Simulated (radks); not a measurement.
The erbium ion Er49+, 19 electrons, occupied as [Ar] 3d1. Calculated with a radial shooting solver on a logarithmic mesh with Libxc functionals: scalar-relativistic Kohn-Sham, exchange-only r2SCAN, spin-unpolarised, spherical densities, finite nucleus; meta-GGA in the generalised Kohn-Sham scheme; Fermi nuclear charge, rms radius 5.2516 fm.

Radial electron density D(r) = 4 pi r^2 rho(r):

r (bohr)   D(r) (e/bohr)
0.0008225          3.877
0.001021           5.494
0.001267           7.732
0.001572           10.79
0.001952           14.91
0.002422           20.34
0.003006           27.33
0.003731           36.01
0.00463            46.33
0.005747           57.89
0.007132           69.80
0.008852           80.60
0.01099            88.45
0.01374            91.70
0.01706            89.68
0.02117            84.59
0.02628            81.05
0.03261            84.40
0.04047            96.30
0.05023            110.5
0.06234            114.1
0.07737            98.02
0.09603            69.62
0.1192             49.97
0.1479             50.58
0.1851             56.55
0.2297             46.11
0.285              23.66
0.3538             6.997
0.4391             1.077
0.5449           0.07588
0.6763          0.002068

D(r) has 3 maxima, at r = 0.0140, 0.0585, 0.184 bohr, and minima at 0.0269, 0.131 bohr, inside which lie 1.93, 10.60 electrons.
